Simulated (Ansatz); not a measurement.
Consider the ligand exchange at the Si–O bond: `O[SiH2]O[SiH2]S` + `O[SiH](O)S` → `O[SiH2]S[SiH](O)O` + `O[SiH2]S`.

Gas-phase electronic energies from Ansatz, PBE0-D4/def2-TZVP geometries. CCSD(T)/CBS is the MP2 limit (def2-TZVPP, def2-QZVPP) plus CCSD(T) − MP2 in def2-TZVPP, frozen cores. One conformer a species, not always the lowest.

```tsv
species	HF/CBS(def2) energy (Eh)
`O[SiH2]O[SiH2]S`	-1128.95546
`O[SiH](O)S`	-838.78872
`O[SiH2]S[SiH](O)O`	-1203.89207
`O[SiH2]S`	-763.82376
```

(1) Work out ΔE.

Largest T1 diagnostic among the species: 0.012.

Answers

(1) ΔE = (-1203.89207) + (-763.82376) − (-1128.95546) − (-838.78872) = 0.02835 Eh = +74.4 kJ/mol. CCSD(T)/CBS gives +48.2 kJ/mol.

From PBE to PBE0 (25 % exact exchange), in def2-TZVPP and without D4, ΔE moves by +5.3 kJ/mol. In def2-TZVPP, CCSD(T) changes the Hartree–Fock value by −21.4 kJ/mol (the triples alone add −4.6 kJ/mol) and MP2 by −25.6 kJ/mol.
